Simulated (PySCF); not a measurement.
One of the candidates below gave these computed data.

All candidates are C7H7ClS.

| technique | computed result |
| --- | --- |
| Dipole | 2.00 D [PBE0/pcSseg-1] |
| NMR, other nuclei | isotropic shieldings of nuclei other than C and H, by class: 267 (1 S), 745 (1 Cl) ppm [GIAO PBE0/pcSseg-1] |
| 13C NMR | chemical shifts (computed TMS as zero) by class: 154.1 (1 C), 146.6 (1 C), 144.2 (1 C), 132.0 (1 C), 127.1 (1 C), 117.0 (1 C), 22.6 (1 C) ppm [GIAO PBE0/pcSseg-1] |
| 1H NMR | chemical shifts (computed TMS as zero) by class: 6.80 (1 H), 6.72 (1 H), 5.72 (1 H), 5.18 (1 H), 2.11 (3 H) ppm [GIAO PBE0/pcSseg-1] |
| Rotational structure | rotational constants A, B, C: 3.388, 0.663, 0.556 GHz [GFN2-xTB] |

Gas-phase values; electronic properties from PySCF, density fitting. Levels stand in brackets. Isolated species at its GFN2-xTB geometry (one conformer only). NMR classes are plain means over equivalent atoms (diastereotopic ones count apart unless rotation or inversion swaps them), as if these changed places fast.

Question: Which candidate is it?
A. `C=Cc1scc(C)c1Cl`
B. `C/C(Cl)=C\c1cccs1`
C. `C=C(C)c1ccc(Cl)s1`

Answer: C. It is `C=C(C)c1ccc(Cl)s1`. Numbering: `[CH2:1]=[C:2]([CH3:3])[c:4]1[cH:5][cH:6][c:7]([Cl:8])[s:9]1`. Its formula, C7H7ClS, gives 4 degrees of unsaturation: 1 ring and 3 π bonds in the structure found (Kekulé form). 7 carbons fall into 7 classes; from least to most shielded: substituted aromatic carbon [C4] (154.1 ppm), aromatic C–Cl carbon [C7] (146.6 ppm), fully substituted alkene carbon [C2] (144.2 ppm), aromatic CH carbon [C6] (132.0 ppm), aromatic CH carbon [C5] (127.1 ppm), terminal =CH2 carbon [C1] (117.0 ppm), allylic carbon [C3] (22.6 ppm). Hydrogen classes from least to most shielded: 1 H on an aromatic CH carbon, C6 (6.80 ppm), 1 H on an aromatic CH carbon, C5 (6.72 ppm), 1 H on a terminal =CH2 carbon, C1 (5.72 ppm), 1 H on a terminal =CH2 carbon, C1 (5.18 ppm), 3 H on an allylic carbon, C3 (2.11 ppm). The other shieldings belong to: 267 ppm, thiophene-type sulfur [S9]; 745 ppm, aryl chlorine [Cl8]. By its constants the optimised geometry is an asymmetric top.

The others, at the same levels:
- `C=Cc1scc(C)c1Cl` fails: its computed 13C shifts are 147.7 (1 C), 141.5 (1 C), 135.3 (1 C), 134.9 (1 C), 125.9 (1 C), 119.0 (1 C), 17.7 (1 C) ppm, 1H shifts are 7.21 (1 H), 6.72 (1 H), 6.03 (1 H), 5.45 (1 H), 2.31 (3 H) ppm and rotational constant A is 1.608 GHz (against 3.388 GHz).
- `C/C(Cl)=C\c1cccs1` fails: its computed 13C shifts are 150.4 (1 C), 144.6 (1 C), 133.7 (1 C), 132.5 (1 C), 129.1 (1 C), 127.3 (1 C), 26.9 (1 C) ppm, 1H shifts are 7.18 (1 H), 7.16 (1 H), 6.96 (1 H), 6.87 (1 H), 2.46 (3 H) ppm and rotational constant A is 3.108 GHz (against 3.388 GHz).

Each candidate is one conformer, not necessarily the lowest. Dipoles, sizes and rotational constants follow the conformer. The torsions of the flexible species, by atom-mapped SMILES:
- `[CH2:1]=[C:2]([CH3:3])[c:4]1[cH:5][cH:6][c:7]([Cl:8])[s:9]1`: C1–C2–C4–C5 179°
- `[CH2:1]=[CH:2][c:3]1[s:4][cH:5][c:6]([CH3:7])[c:8]1[Cl:9]`: C1–C2–C3–S4 0°
- `[CH3:1]/[C:2]([Cl:3])=[CH:4]\[c:5]1[cH:6][cH:7][cH:8][s:9]1`: C2–C4–C5–C6 23°
